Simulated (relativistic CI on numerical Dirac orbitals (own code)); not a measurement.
**Radial parameters of Mn16+**

Method of calculation: Dirac-Coulomb-Breit CI, separate exchange-only KLI orbitals for each configuration, a model potential for QED, unscaled Slater integrals (own radial code, finite nucleus).

Slater integrals F^k, G^k are unscaled and averaged over j, outside the closed core 1s2; ζ comes from projecting the Hamiltonian with its Breit term on Σ l·s of the shell.

- 2s²2p⁵: ζ(2p) = 56868 cm⁻¹; <r>(2p) = 0.2368, <r^2>(2p) = 0.06833 (bohr units).
- 2s²2p⁴3s: F^2(2p,2p) = 407820, ζ(2p) = 59082, G^1(2p,3s) = 39220 cm⁻¹; <r>(2p) = 0.2329, <r^2>(2p) = 0.06601, <r>(3s) = 0.6657, <r^2>(3s) = 0.5031 (bohr units).
- 2p⁶3p: ζ(3p) = 13576 cm⁻¹; <r>(3p) = 0.6524, <r^2>(3p) = 0.4898 (bohr units).

Averages of the first 10 configurations, taken without configuration mixing, which lowers the lowest level and can move excited configurations by several eV; other configurations of the list can lie among them:

```csv
Configuration,Parity,States,Average energy above the lowest level (eV)
2s²2p⁵,odd,6,3.9
2s2p⁶,even,2,126.6
2p⁶3s,even,2,950.8
2s²2p⁴3s,even,30,709.3
2p⁶3p,odd,6,980.2
2p⁶3d,even,10,1018.5
2s²2p⁴3p,odd,90,741.2
2s²2p⁴3d,even,150,780.0
2s2p⁵3s,odd,24,821.3
2s2p⁵3p,even,72,851.9
```
